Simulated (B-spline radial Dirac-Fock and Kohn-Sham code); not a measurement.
**Photoemission from F at 12000 eV, detector at θ = 54.7°, φ = 180°**

System: atomic fluorine, configuration [He] 2s2 2p5. Level of theory: Dirac-Hartree-Slater photoionisation with a Latter tail; cross sections with all multipoles, angular parameters from the dipole term and its interference with E2; an atomic code on a B-spline grid. Thresholds are tabulated edges, those marked * orbital energies of the model. For linearly polarised light dσ/dΩ = σ/(4π) [1 + β P₂(cos θ) + (δ + γ cos²θ) sin θ cos φ], with θ from the polarisation vector and φ the angle between the beam and the projection of the electron momentum on the plane normal to the polarisation. The dipole factor is 1 + βP₂ and the non-dipole term is the rest of the bracket. Open shells are filled statistically over j.

Input file task.json (cfg lists n, l and occupation; rrms is the nuclear radius in fm):

```json
{"items": [{
  "Z": 9,
  "q": 0,
  "cfg": [[1, 0, 2], [2, 0, 2], [2, 1, 5]],
  "A": 19,
  "rrms": 2.8976,
  "do": "xps",
  "hv": [52.0, 58.1, 79.0, 80, 93.3, 113.0, 146.0, 200, 288.0, 357.0, 471.0, 502.0, 692.0, 787.0, 800, 928.0, 1090.0, 1630.0, 2070.0, 3250.0, 5260.0, 5414.7, 6000, 6830.0, 7470.0, 9140.0, 9251.7, 12000, 13800.0, 15000],
  "edges": {"K": 696.7}
}]}
```

Run with: `python xray2_run.py task.json out`

| subshell | threshold (eV) | σ (kb) | β | γ | δ | dipole factor | non-dipole term | dσ/dΩ (kb/sr) |
| --- | --- | --- | --- | --- | --- | --- | --- | --- |
| 1s | 696.7 | 0.132 | 2.00 | 2.46 | 0.000 | 1.002 | -0.670 | 0.00348 |
| 2s | 34.84* | 0.00719 | 2.00 | 2.48 | 0.000 | 1.002 | -0.677 | 0.000186 |
| 2p1/2 | 16.00* | 7.14e-05 | 0.08 | 0.94 | 0.403 | 1.000 | -0.586 | 2.35e-06 |
| 2p3/2 | 15.92* | 0.000138 | 0.05 | 0.90 | 0.407 | 1.000 | -0.577 | 4.66e-06 |

Values without a named source are computed, but for edge energies of neutral atoms, which are taken from tables.
